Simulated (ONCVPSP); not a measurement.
Varying the ONCV potential for Hg (Z = 80)

Base potential:

```json
{"Element": "Hg (Z = 80)", "Generator": "ONCVPSP 4.0.1", "Type": "optimised norm-conserving Vanderbilt (ONCV)", "Functional": "revPBE", "Relativity": "fully relativistic", "Frozen core": "[Kr] 4d10 4f14", "Valence charge": "20", "Reference configuration": "5s2 5p6 5d10 6s2", "Partial waves": "5s+6s: rc 1.75 bohr, ncon 5, nbas 9, qcut 6.1 1/bohr, 2 projectors; 5p: rc 1.05 bohr, ncon 4, nbas 7, qcut 6.8 1/bohr, 2 projectors, debl 1.3 Ha; 5d: rc 1.90 bohr, ncon 3, nbas 7, qcut 8 1/bohr, 2 projectors, debl 1.9 Ha", "Local potential": "polynomial inside 0.95 bohr (lpopt 5, dvloc0 2 Ha)", "Core correction": "none"}
```

Open shells are filled in proportion to 2j + 1.

In the p channel the program set the typed energies aside and used -2.262, 0.250 Ha (j = l + 1/2; the other j can differ).

All-electron outer shells of the reference configuration (revPBE, scalar-relativistic, ld1.x):

| shell | level (eV) | outermost node (bohr) | outermost maximum (bohr) |
| --- | --- | --- | --- |
| 5s | -118.09 | 0.47 | 0.82 |
| 4f | -95.79 | – | 0.37 |
| 5p | -66.44 | 0.51 | 0.93 |
| 5d | -9.80 | 0.55 | 1.17 |
| 6s | -6.72 | 1.08 | 2.21 |

Cutoffs, loose and tight: the cutoffs (Ha) at which the residual kinetic energy of the hardest occupied pseudo-wave falls to 1 and 0.1 mHa per electron. They do not see the model core or the augmentation charge, which bear on the density cutoff. Test errors are all-electron minus pseudo excitation energies from the reference, over the configurations 5s2 5p6 5d10 6s1; 5s2 5p6 5d10 6s0; 5s2 5p6 5d9 6s0; 5s2 5p5 5d10 6s2. A dash means not determined; rows that change the core or the reference have their own tests.

A true bound ghost makes a file unfit for plane-wave use even where its test errors are small: the radial tests pick states by their node count and pass the ghost by.

| change | outcome | cutoff, loose | cutoff, tight | bound ghosts | GHOST(+) flags above zero | largest test error (meV) |
| --- | --- | --- | --- | --- | --- | --- |
| base | generated, projector energies reset by the program | 125 Ha | 146 Ha | none | s | -10 |
| scalar-relativistic | generated, projector energies reset by the program | 122 Ha | 141 Ha | none | s | -96 |
| d: rc 2.46 | generated, projector energies reset by the program | 125 Ha | 146 Ha | none | s | -58 |
| all radii scaled by about 0.85 (s 1.48, p 0.90, d 1.62 bohr); local potential polynomial inside 0.80 bohr (lpopt 5, dvloc0 2 Ha) | generated, projector energies reset by the program | 157 Ha | 183 Ha | s | p3/2, p1/2 | +18 |
| p: qcut 8.5 | generated, projector energies reset by the program | 109 Ha | 135 Ha | none | s, p3/2 | -7.4 |
| p: qcut 9.4 | generated, projector energies reset by the program | 63 Ha | 126 Ha | none | s, p3/2 | -6.6 |
| local potential polynomial inside 0.80 bohr (lpopt 1, dvloc0 2 Ha) | generated, projector energies reset by the program | 125 Ha | 146 Ha | none | s, p3/2, p1/2 | +21 |
| d: rc 2.08 | generated, projector energies reset by the program | 125 Ha | 146 Ha | none | s, d5/2, d3/2 | -20 |
| s: nbas 10 | generated, projector energies reset by the program | 125 Ha | 146 Ha | none | s | -9.4 |
| p: nproj 1 | generated | 125 Ha | 146 Ha | none | s | -8.8 |
